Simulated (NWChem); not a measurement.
System: AlH$_{2}$Br; SMILES [AlH2][Br]

NWChem input:

```
start job
memory heap 200 mb stack 900 mb global 1100 mb
geometry units angstroms noautoz
  Al     0.000000     0.000000    -1.568293
  H      0.000000     1.399902    -2.300267
  H      0.000000    -1.399902    -2.300267
  Br     0.000000     0.000000     0.690750
end
basis spherical
  * library aug-cc-pvdz
end
dft
  xc b3lyp
  iterations 150
end
tddft
  cis
  nroots 6
end
task tddft energy
```

The geometry was optimised at PBE0/def2-SVP. B3LYP is NWChem's, with the RPA form of VWN correlation.

Vertical excitations in the gas phase.

Q: Predict the main results of this run. (B3LYP/aug-cc-pVDZ, TDA.) Quantities: lowest excitation, singlet (eV); oscillator strength of that lowest state; lowest state with f > 0.02, singlet (eV); oscillator strength of that bright state; lowest triplet (eV); orbital gap (eV).

A: lowest excitation, singlet (eV): 4.91
oscillator strength of that lowest state: 0.000
lowest state with f > 0.02, singlet (eV): 5.90
oscillator strength of that bright state: 0.057
lowest triplet (eV): 4.67
orbital gap (eV): 5.99
